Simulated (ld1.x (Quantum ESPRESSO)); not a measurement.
nickel, ultrasoft: configuration errors across variants

ld1.x (Quantum ESPRESSO) 7.5 input, shortened:

```
&input
   title='Ni', zed=28., rel=2, dft='PBE', iswitch=3,
   config='[Ar] 3d8 4s2 4p0 4f-2', rel_dist='average'
 /
 &inputp
   pseudotype=3, tm=.true., lloc=-1, rcloc=1.25,
   nlcc=.false.
 /
8
3S  1  0   2.00   0.00  1.10  1.50  0.0
4S  2  0   2.00   0.00  1.10  1.50  0.0
3P  2  1   6.00   0.00  1.35  1.45  0.0
4P  3  1   0.00   0.00  1.35  1.45  0.0
3D  3  2   8.00   0.00  1.30  1.50  0.0
3D  3  2   0.00  -0.30  1.30  1.50  0.0
4F  4  3  -2.00   0.20  0.95  1.20  0.0
4F  4  3  -2.00   1.40  0.95  1.20  0.0
 &test
   configts(1)='3s2 3p6 3d8 4s2 4p0'
 /
```

Open shells are filled in proportion to 2j + 1 (rel_dist='average').

All-electron excitation energies from the reference (eV): (1) 3s2 3p6 3d8 4s1 4p0 9.323; (2) 3s2 3p6 3d8 4s0 4p0 26.674; (3) 3s2 3p6 3d7 4s0 4p0 64.140; (4) 3s2 3p6 3d7 4s2 4p0 16.120; (5) 3s2 3p6 3d9 4s1 4p0 -1.596.

The overlap operator is not positive definite (basis up to 400 Ry) in “base”, “waves 3s (bound): rcut 1.10, rcutus 1.46 bohr; 4s (bound): rcut 1.10, rcutus 1.46 bohr”, “waves 3s (bound): rcut 1.10, rcutus 1.60 bohr; 4s (bound): rcut 1.10, rcutus 1.60 bohr”. Such files are unfit for use, however small their errors in these radial tests.

Tests that are not counted but printed errors over 1 eV. “base”: 3s2 3p6 3d8 4s0 4p2 (solver errors, printed error -7.6 eV). “waves 3s (bound): rcut 1.10, rcutus 1.46 bohr; 4s (bound): rcut 1.10, rcutus 1.46 bohr”: 3s2 3p6 3d8 4s0 4p2 (solver errors, printed error -7.8 eV).

6 further variants failed, have other tests or too few solved ones, and are left out.

The file “base” misses its own reference levels by 2.3 eV. The file “waves 3s (bound): rcut 1.10, rcutus 1.46 bohr; 4s (bound): rcut 1.10, rcutus 1.46 bohr” misses its own reference levels by 2.2 eV. The file “waves 3s (bound): rcut 1.10, rcutus 1.60 bohr; 4s (bound): rcut 1.10, rcutus 1.60 bohr” misses its own reference levels by 0.9 eV.

Errors AE − PS in meV (a dash: test not solved or not reliable):

| change | (1) | (2) | (3) | (4) | (5) | bound ghosts |
| --- | --- | --- | --- | --- | --- | --- |
| base | +1374 | +3906 | +3822 | -2420 | +2383 | not determined (overlap not positive) |
| waves 3s (bound): rcut 1.10, rcutus 1.46 bohr; 4s (bound): rcut 1.10, rcutus 1.46 bohr | +1305 | +3719 | +3631 | -2392 | +2281 | not determined (overlap not positive) |
| waves 3s (bound): rcut 1.10, rcutus 1.60 bohr; 4s (bound): rcut 1.10, rcutus 1.60 bohr | +1385 | +4013 | +6861 | +5.6 | – | not determined (overlap not positive) |

Task: Give the same row for: waves 3s (bound): rcut 1.08, rcutus 1.14 bohr; 4s (bound): rcut 1.08, rcutus 1.14 bohr.

Result: +1604, +4665, +4483, -2580, +2854; bound ghosts: not determined (overlap not positive). Not counted: 3s2 3p6 3d8 4s0 4p1 (solver errors, printed error +1.4 eV); 3s2 3p6 3d8 4s0 4p2 (solver errors, printed error -6.9 eV). Its overlap operator is not positive definite in a basis up to 400 Ry (lowest eigenvalue p1/2 -0.05, p3/2 -0.06), so the file is unfit for use: the generalised eigenproblem breaks down once the basis is large enough, and its test numbers describe a broken file.
